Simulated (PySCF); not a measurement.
Isomers of C6H10Si2, one GFN2-xTB conformer each. Single-point energies are computed at PBE0/pcSseg-1 (PySCF, gas phase, no added dispersion term), electronic only.

Task: Rank them by PBE0/pcSseg-1 energy, lowest first (kcal/mol).
A. `[SiH3]c1ccc([SiH3])cc1`
B. `[CH:1]#[C:2][Si@H:3]([SiH2:4][CH3:5])[CH:6]1[CH:7]=[CH:8]1` with C2–Si3–Si4–C5 -28°, C2–Si3–C6–C7 100°

Result: A (0.0), B (88.1).

As drawn, the lower has an aromatic ring, which the higher lacks; the higher has a three-membered ring, a C≡C bond and an Si–Si bond, which the lower lacks. GFN2-xTB itself gives, in the same order: 0.0, 116.3. Both levels put the same isomer lowest.

Task: Which frontier levels, dipoles and rotational constants go with these structures?

Result: 
```tsv
SMILES	HOMO (eV, PBE0/pcSseg-1)	LUMO (eV)	dipole (D)	A, B, C (MHz)
[SiH3]c1ccc([SiH3])cc1	-7.46	-0.97	0.01	5159, 649.8, 584.8
C#C[Si@H]([SiH2]C)C1C=C1	-6.88	-0.63	1.32	1408, 1209, 815.2
```
